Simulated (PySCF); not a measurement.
Isomers of C7H11OPSi.

All values: PBE0/pcSseg-1 (PySCF) at GFN2-xTB geometries, gas phase, one conformer each.

(1) Rank by the lowest Hirshfeld charge on any atom, lowest value first.
A. `[CH2:1]=[CH:2][C:3]1=[CH:4][C:5]([CH3:6])=[C:7]([SiH3:8])[P@@H:9]1=[O:10]` with C1–C2–C3–C4 -173°
B. `[CH:1]#[C:2][C:3]#[C:4][CH2:5][CH2:6][Si@@H:7]([PH2:8])[O:9][CH3:10]` with C4–C5–C6–Si7 180°, C5–C6–Si7–P8 56°, C6–Si7–P8–H -75° and -168°, C6–Si7–O9–C10 -164°
C. `[CH2:1]=[CH:2][P@:3]1(=[O:4])[CH:5]=[CH:6][C@H:7]([SiH3:8])[CH:9]=[CH:10]1` with C1–C2–P3–O4 0°, C2–P3–C5–C6 -98°, C5–C6–C7–Si8 98°, C6–C7–C9–C10 25°, C2–P3–C10–C9 98°
D. `[CH:1]#[C:2][C:3]#[C:4][CH2:5][Si@@H:6]([PH2:7])[CH2:8][O:9][CH3:10]` with C4–C5–Si6–P7 -149°, C5–Si6–P7–H -172° and -79°, C5–Si6–C8–O9 -113°, Si6–C8–O9–C10 177°

(2) Rank by the lowest IAO charge on any atom, lowest value first.
A. `[CH2:1]=[CH:2][P@:3]1(=[O:4])[CH:5]=[CH:6][C@H:7]([SiH3:8])[CH:9]=[CH:10]1` with C1–C2–P3–O4 0°, C2–P3–C5–C6 -98°, C5–C6–C7–Si8 98°, C6–C7–C9–C10 25°, C2–P3–C10–C9 98°
B. `[CH2:1]=[CH:2][C:3]1=[CH:4][C:5]([CH3:6])=[C:7]([SiH3:8])[P@@H:9]1=[O:10]` with C1–C2–C3–C4 -173°
C. `[CH:1]#[C:2][C:3]#[C:4][CH2:5][Si@@H:6]([PH2:7])[CH2:8][O:9][CH3:10]` with C4–C5–Si6–P7 -149°, C5–Si6–P7–H -172° and -79°, C5–Si6–C8–O9 -113°, Si6–C8–O9–C10 177°
D. `[CH:1]#[C:2][C:3]#[C:4][CH2:5][CH2:6][Si@@H:7]([PH2:8])[O:9][CH3:10]` with C4–C5–C6–Si7 180°, C5–C6–Si7–P8 56°, C6–Si7–P8–H -75° and -168°, C6–Si7–O9–C10 -164°

(3) Rank by LUMO energy, lowest first.
A. `[CH2:1]=[CH:2][C:3]1=[CH:4][C:5]([CH3:6])=[C:7]([SiH3:8])[P@@H:9]1=[O:10]` with C1–C2–C3–C4 -173°
B. `[CH2:1]=[CH:2][P@:3]1(=[O:4])[CH:5]=[CH:6][C@H:7]([SiH3:8])[CH:9]=[CH:10]1` with C1–C2–P3–O4 0°, C2–P3–C5–C6 -98°, C5–C6–C7–Si8 98°, C6–C7–C9–C10 25°, C2–P3–C10–C9 98°
C. `[CH:1]#[C:2][C:3]#[C:4][CH2:5][Si@@H:6]([PH2:7])[CH2:8][O:9][CH3:10]` with C4–C5–Si6–P7 -149°, C5–Si6–P7–H -172° and -79°, C5–Si6–C8–O9 -113°, Si6–C8–O9–C10 177°

Answers

(1) C (-0.402 e), A (-0.392 e), B (-0.226 e), D (-0.140 e).

(2) A (-0.926 e), B (-0.898 e), D (-0.633 e), C (-0.548 e).

(3) A (-2.42 eV), B (-1.05 eV), C (-0.58 eV).

All values together:

```csv
SMILES,μ (D),HOMO (eV),LUMO (eV),lowest IAO charge (e),highest IAO charge (e),lowest Hirshfeld charge (e),highest Hirshfeld charge (e)
C=CC1=CC(C)=C([SiH3])[P@@H]1=O,4.52,-6.68,-2.42,-0.898 (O),+1.402 (P),-0.392 (O),+0.389 (P)
C#CC#CCC[Si@@H](P)OC,2.31,-7.16,-0.48,-0.633 (O),+0.981 (Si),-0.226 (O),+0.369 (Si)
C#CC#CC[Si@@H](P)COC,1.33,-6.99,-0.58,-0.548 (C),+0.749 (Si),-0.140 (C),+0.326 (Si)
C=C[P@]1(=O)C=C[C@H]([SiH3])C=C1,4.96,-7.47,-1.05,-0.926 (O),+1.536 (P),-0.402 (O),+0.410 (P)
```

Conformers: `[CH2:1]=[CH:2][C:3]1=[CH:4][C:5]([CH3:6])=[C:7]([SiH3:8])[P@@H:9]1=[O:10]` with C1–C2–C3–C4 -173°; `[CH:1]#[C:2][C:3]#[C:4][CH2:5][CH2:6][Si@@H:7]([PH2:8])[O:9][CH3:10]` with C4–C5–C6–Si7 180°, C5–C6–Si7–P8 56°, C6–Si7–P8–H -75° and -168°, C6–Si7–O9–C10 -164°; `[CH:1]#[C:2][C:3]#[C:4][CH2:5][Si@@H:6]([PH2:7])[CH2:8][O:9][CH3:10]` with C4–C5–Si6–P7 -149°, C5–Si6–P7–H -172° and -79°, C5–Si6–C8–O9 -113°, Si6–C8–O9–C10 177°; `[CH2:1]=[CH:2][P@:3]1(=[O:4])[CH:5]=[CH:6][C@H:7]([SiH3:8])[CH:9]=[CH:10]1` with C1–C2–P3–O4 0°, C2–P3–C5–C6 -98°, C5–C6–C7–Si8 98°, C6–C7–C9–C10 25°, C2–P3–C10–C9 98°.
